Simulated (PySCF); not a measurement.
CH₆FNOSi₂, SMILES N[Si@@H]1OC[Si@@H]1F.

Geometry optimised at PBE0-D3(BJ)/def2-SVP. The structure was generated by enumeration; whether it is a known compound was not checked. One conformer was computed; it need not be the lowest.

All values below come from PBE/def2-TZVP in PySCF.

```json
{
  "total_energy": "-850.16960 hartree",
  "highest_occupied_level": "-6.19 eV",
  "lowest_empty_level": "-1.48 eV",
  "orbital_gap": "4.71 eV",
  "dipole_moment": "1.09 D",
  "quadrupole, principal values (traceless, Buckingham form, about the centre of nuclear charge)": "-11.10, -0.09, 11.19 D·Å",
  "mean_static_polarisability": "74.2 bohr³ (10.99 Å³)",
  "polarisability_principal_values": "66.3, 68.7, 87.6 bohr³"
}
```
